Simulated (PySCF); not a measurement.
## Magnetisability: SMILES C=CN(C)/N=C/C(F)(F)F, C5H7F3N2

Molfile (atoms numbered from 1):
```
C5H7F3N2
     RDKit          3D

 17 16  0  0  0  0  0  0  0  0999 V2000
   -2.8038    1.0400   -0.2650 C   0  0  0  0  0  0  0  0  0  0  0  0
   -1.4825    1.0900   -0.1673 C   0  0  0  0  0  0  0  0  0  0  0  0
   -0.6208    0.0794    0.2302 N   0  0  0  0  0  0  0  0  0  0  0  0
   -1.0701   -1.2285    0.6526 C   0  0  0  0  0  0  0  0  0  0  0  0
    0.6477    0.3921    0.1883 N   0  0  0  0  0  0  0  0  0  0  0  0
    1.6021   -0.3979    0.4930 C   0  0  0  0  0  0  0  0  0  0  0  0
    2.9908    0.1411    0.3854 C   0  0  0  0  0  0  0  0  0  0  0  0
    3.8917   -0.7610    0.8094 F   0  0  0  0  0  0  0  0  0  0  0  0
    3.1916    1.2513    1.1160 F   0  0  0  0  0  0  0  0  0  0  0  0
    3.3419    0.4591   -0.8750 F   0  0  0  0  0  0  0  0  0  0  0  0
   -3.3458    1.9086   -0.5884 H   0  0  0  0  0  0  0  0  0  0  0  0
   -3.3977    0.1722   -0.0410 H   0  0  0  0  0  0  0  0  0  0  0  0
   -0.9363    1.9886   -0.4156 H   0  0  0  0  0  0  0  0  0  0  0  0
   -2.1525   -1.2468    0.6935 H   0  0  0  0  0  0  0  0  0  0  0  0
   -0.6742   -1.4513    1.6464 H   0  0  0  0  0  0  0  0  0  0  0  0
   -0.7244   -1.9940   -0.0466 H   0  0  0  0  0  0  0  0  0  0  0  0
    1.5352   -1.4307    0.8236 H   0  0  0  0  0  0  0  0  0  0  0  0
  1  2  2  0
  2  3  1  0
  3  4  1  0
  3  5  1  0
  5  6  2  0
  6  7  1  0
  7  8  1  0
  7  9  1  0
  7 10  1  0
  1 11  1  0
  1 12  1  0
  2 13  1  0
  4 14  1  0
  4 15  1  0
  4 16  1  0
  6 17  1  0
M  END
```

Computed with GIAO KT3/pcSseg-1 magnetisability, rotational g tensor and spin-rotation constants, non-relativistic, gas phase (PySCF). Geometry: GFN2-xTB.

**Question.** How diamagnetic is it, and how anisotropic?

**Answer.** Isotropic -1237 × 10⁻³⁰ J/T², or -74.5 × 10⁻⁶ cm³/mol; principal values -1429, -1163, -1119 × 10⁻³⁰ J/T², anisotropy 290 × 10⁻³⁰ J/T² (root of half the summed squared differences of the principal values). The susceptibility is in cgs units.

**Question.** Split it along the inertial axes a, b, c into diamagnetic and paramagnetic parts about the centre of mass, with the quadrupole moment.

**Answer.** 
| axis | χ (10⁻⁶ cm³/mol) | diamagnetic (10⁻⁶ cm³/mol) | paramagnetic (10⁻⁶ cm³/mol) | summed x² of all electrons (Å²) | quadrupole Θ (D Å) |
| --- | --- | --- | --- | --- | --- |
| a | -67.4 | -468.8 | 401.4 | 436.8 | -0.56 |
| b | -70.0 | -2000.6 | 1930.5 | 75.8 | +5.75 |
| c | -86.0 | -2174.5 | 2088.5 | 34.8 | -5.19 |

Anisotropies 2χaa − χbb − χcc = +21.3 and 2χbb − χaa − χcc = +13.4 × 10⁻⁶ cm³/mol. Θ is traceless in Buckingham's convention.

**Question.** And the rotational g tensor?

**Answer.** 
| axis | rotational constant (GHz) | g | nuclear part | electronic part |
| --- | --- | --- | --- | --- |
| a | 3.2185 | -0.0473 | 0.5597 | -0.6070 |
| b | 0.5962 | -0.0091 | 0.5316 | -0.5407 |
| c | 0.5530 | -0.0026 | 0.5400 | -0.5426 |

Asymmetric top; isotopes 12C, 19F, 1H, 14N; no vibrational averaging.
